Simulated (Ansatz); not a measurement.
Cost and result for the atomization energy of GaH₆O₃P (`[OH][Ga-]([OH])([OH])[PH3+]`) (11 atoms, 10 bonds).

Cartesian coordinates in Å:
```
O 1.929 0.334 0.809
Ga 0.208 0.739 0.465
O -0.994 0.543 1.793
O -0.140 1.947 -0.825
P -0.390 -1.382 -0.869
H 2.076 0.118 1.732
H -1.705 1.184 1.739
H 0.658 2.347 -1.175
H -0.343 -2.632 -0.220
H -1.673 -1.490 -1.441
H 0.376 -1.707 -2.007
```

The species carries charge 0 and has multiplicity 1. Correlated methods include outer-core shells of Ga, which these sets cover unevenly. Scalar relativity is left out up to krypton. Geometry: relaxed with PBE0-D4/def2-TZVP. It is one conformer, not always the lowest. Program: Ansatz. All runs use 8 threads of an AMD EPYC on a shared host. Times are those of one run each, without the atoms' runs, and a repeat can differ threefold. Electronic energies, without spin–orbit coupling; frozen cores. CCSD(T)/CBS adds CCSD(T) − MP2 in def2-TZVPP to the MP2 limit, and its time is that of the two runs behind it. T1 = 0.014. With those shells the extrapolation isn't a true limit. B3LYP takes the VWN-RPA correlation (the form of Gaussian; ORCA's B3LYP/G).

CCSD(T)/CBS is a level of theory with its own doubt, some kJ/mol a heavy atom from the limit and from the frozen cores, so smaller differences don't rank the functionals.

| level | functions | wall time |
| --- | --- | --- |
| revPBE-D4/def2-TZVPP | 267 | 7 s |
| PBE0-D4/def2-TZVPP | 267 | 8.5 s |
| BLYP-D4/def2-TZVPP | 267 | 8.5 s |
| r2SCANh-D4/def2-TZVPP | 267 | 11 s |
| B3LYP-D4/def2-TZVPP (with forces) | 267 | 11 s |
| B2PLYP/def2-TZVPP | 267 | 12 s |
| PBE-QIDH/def2-TZVPP | 267 | 18 s |
| ωB97X-V/def2-TZVPP | 267 | 23 s |
| CCSD(T)/def2-SVP | 122 | 25 s |
| ωB97M-V/def2-TZVPP (with forces) | 267 | 29 s |
| MP2/def2-QZVPP | 510 | 36 s |
| CCSD(T)/def2-TZVPP | 267 | 6.9 min |
| CCSD(T)/CBS(def2) | – | 7.5 min |

Question: What atomization energy does each give, and how far from CCSD(T)/CBS? (An estimate is asked.)

Answer: Ansatz gave: 
```
                            level  atomization (kcal/mol)  difference from CCSD(T)/CBS  per bond
             revPBE-D4/def2-TZVPP                   831.4                        -24.5      -2.4
               PBE0-D4/def2-TZVPP                   833.5                        -22.4      -2.2
               BLYP-D4/def2-TZVPP                   846.1                         -9.8      -1.0
            r2SCANh-D4/def2-TZVPP                   839.4                        -16.5      -1.6
B3LYP-D4/def2-TZVPP (with forces)                   842.5                        -13.4      -1.3
                B2PLYP/def2-TZVPP                   836.9                        -19.0      -1.9
              PBE-QIDH/def2-TZVPP                   832.8                        -23.1      -2.3
               ωB97X-V/def2-TZVPP                   852.9                         -3.0      -0.3
                 CCSD(T)/def2-SVP                   781.8                        -74.1      -7.4
 ωB97M-V/def2-TZVPP (with forces)                   849.0                         -6.9      -0.7
                   MP2/def2-QZVPP                   862.4                          6.5       0.7
               CCSD(T)/def2-TZVPP                   830.5                        -25.4      -2.5
                CCSD(T)/CBS(def2)                   855.9                          0.0       0.0
```

Leaving LDA and LC-ωPBE aside and taking each functional with its dispersion term where it has one, the values, not all of them listed here, spread over 46.7 kcal/mol, from BHLYP-D4 to PBE-D4. LDA lies +133.6 kcal/mol from PBE without D4, its usual overbinding. From PBE to PBE0 (25 % exact exchange), in def2-TZVPP and without D4, the atomization energy moves by −22.1 kcal/mol: exact exchange takes away binding that semilocal exchange gives to molecules. In def2-TZVPP, CCSD(T) changes the Hartree–Fock value by +263.1 kcal/mol (the triples alone add +14.6 kcal/mol) and MP2 by +279.9 kcal/mol; breaking electron pairs costs correlation energy, which Hartree–Fock lacks.
